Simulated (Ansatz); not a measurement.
Basis-set extrapolation for `C=C(F)S[SiH3]` (PBE0-D4/def2-TZVP geometry, frozen core, Ansatz). Multiplicity 1, RHF reference.

```
                      def2-TZVPP   def2-QZVPP
                 HF  -864.631777  -864.659712
    MP2 correlation    -0.867717    -0.937845
CCSD(T) correlation    -0.953319      not run
```

Energies in hartree. Use E(X) = E(∞) + A·exp(−7.88·√X) for Hartree–Fock and E(X) = E(∞) + B·X^(−2.97) for correlation, with X = 3 and 4, and add CCSD(T) minus MP2 of the smaller set to the MP2 limit.

Problem. What is the CCSD(T) energy at the basis-set limit?

Solution. HF limit: -864.659712 + (-0.027935) × 0.13774 = -864.66356. MP2 limit: -0.937845 + (-0.070128) × 0.74074 = -0.98979. Higher-order term: -0.953319 − (-0.867717) = -0.08560. Total: -865.73895 hartree, 403.9 kJ/mol below CCSD(T)/def2-TZVPP.
